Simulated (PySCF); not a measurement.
# Correlation energy of Sr³⁶⁺ (strontium, charge +36)

1s2, closed-shell 1S. Computed with PySCF 2.14 in an even-tempered Gaussian basis (15 s from 56 bohr⁻², ratio 2.2; 7 p from 85 bohr⁻², ratio 2.4; 4 d from 260 bohr⁻², ratio 2.4; 3 f from 380 bohr⁻², ratio 2.4; 3 g from 580 bohr⁻², ratio 2.4), with no relativity, point nucleus. Frozen: nothing; 2 electrons correlated; the 11 highest virtual orbitals of each spin left out.

With two correlated electrons CCSD is exact within the correlated space (frozen core and kept virtual orbitals).

| level | correlation energy (mhartree) |
| --- | --- |
| CCSD | -45.72 |

Diagnostics: T1 = 1.5e-06, D1 = 0.0000, largest double amplitude 0.001.

Question: Is a single reference adequate?

Answer: Yes, within this model without spin-orbit coupling: T1 lies below 0.03 and no double amplitude reaches 0.07.

At this charge a non-relativistic calculation is a model, useful for the Z dependence of the correlation energy.
